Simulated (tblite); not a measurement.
C7H15OPS.
SMILES with atom numbers: `[CH3:1][C:2](=[O:3])[CH2:4][P@@H:5](=[S:6])[CH2:7][CH:8]([CH3:9])[CH3:10]` (hydrogens: H11, H12, H13 on C1; H14, H15 on C4; H16 on P5; H17, H18 on C7; H19 on C8; H20, H21, H22 on C9; H23, H24, H25 on C10)

Geometry (GFN2-xTB, Å), atoms numbered from 1 in this order:
```xyz
25
C7H15OPS angstrom
C      3.7180   -0.4569    0.1028
C      2.5390    0.0953    0.8375
O      2.2139   -0.2423    1.9506
C      1.7083    1.0797    0.0509
P      0.3819    0.1077   -0.8222
S      1.0277   -1.0766   -2.2078
C     -0.5893   -0.6904    0.5238
C     -2.0924   -0.4040    0.5035
C     -2.3841    1.0397    0.9005
C     -2.6824   -0.7398   -0.8618
H      3.3612   -0.9230   -0.8183
H      4.2370   -1.1921    0.7116
H      4.4016    0.3437   -0.1720
H      1.2174    1.7931    0.7160
H      2.2904    1.5950   -0.7151
H     -0.3793    1.1853   -1.2792
H     -0.1499   -0.3973    1.4812
H     -0.4096   -1.7634    0.3922
H     -2.5523   -1.0612    1.2515
H     -3.4576    1.2066    0.9501
H     -1.9587    1.2591    1.8773
H     -1.9680    1.7371    0.1757
H     -2.1988   -0.1537   -1.6447
H     -2.5366   -1.7926   -1.0928
H     -3.7481   -0.5245   -0.8837
```

Method: GFN2-xTB as coded in tblite; computed harmonic values from a numerical Hessian at the method's own geometry, unscaled. This tight-binding method is rough: wavenumbers can miss measured ones by several per cent, in bad cases by 10 to 20. Modes of hydrogen on phosphorus can be 10 to 20 % off. One conformer, not necessarily the lowest. The optimisation stopped once no atom felt more than 0.01 eV/Å.

Lowest wavenumbers of the output (negative numbers stand for imaginary wavenumbers):
```
mode    cm-1
  1     -21.4
  2      43.7
  3      84.2
  4      95.1
  5     120.1
  6     152.4
  7     168.5
  8     181.0
  9     192.3
 10     212.3
```

Question: Is this structure a minimum?

Answer: Not by this Hessian. 1 mode is imaginary beyond 20i (21i cm⁻¹), so at this level the point lies at or near a first-order saddle. The curvature is small, so loose convergence or finite differences may be the whole cause.

Question: Which atoms move in the imaginary mode?

Answer: 21i: C9 (methyl carbon) 16 %, C10 (methyl carbon) 14 %, S6 (sulfur bonded to P) 12 %, C7 (sp3 carbon bound to phosphorus) 11 %. These are shares of the mass-weighted motion.

Question: What is the remedy?

Answer: Step along that mode in both directions, optimise again with tighter thresholds and repeat the frequencies. The zero-point energy of this point (128.8 kcal/mol) counts the 68 real modes alone, and thermal corrections from it aren't those of a minimum.

Time: 1.3 s wall. Hardware: an Arm Neoverse V2 with one thread, shared host. The figure is for the frequency step alone.
